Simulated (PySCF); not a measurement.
## Ni: excitation energy

Ni [Ar] 3d8 4s2 (3F) → Ni [Ar] 3d7 4s2 4p1 (high-spin determinant), as a difference of total energies. Calculation: PySCF 2.14, in x2c-TZVPPall with one added diffuse shell each of s, p, d, f type (7s6p5d3f1g, 80 functions); the spin-free X2C one-electron Hamiltonian (Gaussian nucleus). Correlated levels: valence: [Ar] frozen. The calculations carry no spin-orbit coupling.

```json
{"method": "UHF", "excitation energy (cm⁻¹)": "48859"}
{"method": "MP2 (valence)", "excitation energy (cm⁻¹)": "63134"}
{"method": "SCS-MP2 (valence)", "excitation energy (cm⁻¹)": "63033"}
{"method": "CCSD (valence)", "excitation energy (cm⁻¹)": "60703"}
{"method": "CCSD(T) (valence)", "excitation energy (cm⁻¹)": "57029"}
```

The coupled-cluster amplitudes are large for the upper state (T1 above 0.03 or a double amplitude above 0.15), so a single reference is strained.

The determinant of the upper state mixes LS terms, which raises its energy above the lowest term, most at the Hartree-Fock and MP2 levels.
